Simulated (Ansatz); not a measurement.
Cost and result up the ladder for Sn(tBu)H3 (C4H12Sn) (17 atoms). Total charge 0; singlet. Geometry: B3LYP-D4/def2-SVP.

```xyz
17

C     0.040   -0.181    0.085
C    -0.747   -0.289    1.396
C     1.546   -0.268    0.359
C    -0.389   -1.287   -0.886
Sn   -0.397    1.779   -0.839
H    -0.548   -1.264    1.880
H    -0.464    0.496    2.117
H    -1.835   -0.222    1.236
H     1.891    0.520    1.050
H     2.143   -0.190   -0.564
H     1.793   -1.241    0.826
H     0.153   -1.234   -1.845
H    -1.468   -1.251   -1.108
H    -0.178   -2.281   -0.448
H     0.576    2.001   -2.246
H    -0.059    3.050    0.277
H    -2.058    1.863   -1.293
```

Ansatz on 4 threads of Arm Neoverse V1 on a shared host. Times are rough, and most runs start from the orbitals of an earlier one. PBE0-D4/def2-TZVP serves as the yardstick here, not as an exact answer. Differences are given only for rows in sets of like size (and for xTB, whose basis is part of the method), since another set adds its own error. Binding counts from free atoms at the same level (C triplet, Sn triplet, H doublet; other spins of the atoms weren't run), without zero-point energy or a counterpoise term.

In the def2 sets Sn takes a core potential, while STO-3G treats all electrons; there is no spin–orbit coupling. LC-ωPBE has ω = 0.4 bohr⁻¹. Correlated methods freeze 8 core orbitals; core or outer-core shells of Sn are correlated, in sets that lack core-valence functions. The rows differ in basis, and correlated rows in double-zeta sets carry the largest basis error. Another isomer (singlet) lies 0.82 eV lower at PBE0-D4/def2-TZVP; other spin states weren't run for this one.

Correlated methods converge slowly with the basis, most of all in double-zeta sets.

```json
{"level": "HF/STO-3G", "functions": "59", "wall time": "0.4 s", "binding energy per atom (eV)": "3.72", "difference from PBE0-D4/def2-TZVP (eV)": "–"}
{"level": "PBE-D4/def2-SVP", "functions": "142", "wall time": "1.6 s", "binding energy per atom (eV)": "3.73", "difference from PBE0-D4/def2-TZVP (eV)": "–"}
{"level": "PBE0-D4/def2-SVP", "functions": "142", "wall time": "2 s", "binding energy per atom (eV)": "3.70", "difference from PBE0-D4/def2-TZVP (eV)": "–"}
{"level": "BLYP-D4/def2-TZVP", "functions": "246", "wall time": "3 s", "binding energy per atom (eV)": "3.64", "difference from PBE0-D4/def2-TZVP (eV)": "-0.04"}
{"level": "LC-ωPBE/def2-TZVP", "functions": "246", "wall time": "3.5 s", "binding energy per atom (eV)": "3.65", "difference from PBE0-D4/def2-TZVP (eV)": "-0.03"}
{"level": "PBE-D4/def2-TZVP (with forces)", "functions": "246", "wall time": "3.7 s", "binding energy per atom (eV)": "3.71", "difference from PBE0-D4/def2-TZVP (eV)": "0.03"}
{"level": "BHLYP-D4/def2-TZVP", "functions": "246", "wall time": "4.1 s", "binding energy per atom (eV)": "3.60", "difference from PBE0-D4/def2-TZVP (eV)": "-0.08"}
{"level": "MP2/def2-TZVP", "functions": "246", "wall time": "4.3 s", "binding energy per atom (eV)": "3.55", "difference from PBE0-D4/def2-TZVP (eV)": "-0.13"}
{"level": "PBE0-D4/def2-TZVP", "functions": "246", "wall time": "4.7 s", "binding energy per atom (eV)": "3.68", "difference from PBE0-D4/def2-TZVP (eV)": "0.00"}
{"level": "r2SCAN-D4/def2-TZVP", "functions": "246", "wall time": "5.5 s", "binding energy per atom (eV)": "3.67", "difference from PBE0-D4/def2-TZVP (eV)": "-0.01"}
{"level": "CCSD(T)/def2-SVP", "functions": "142", "wall time": "31 s", "binding energy per atom (eV)": "3.53", "difference from PBE0-D4/def2-TZVP (eV)": "–"}
```
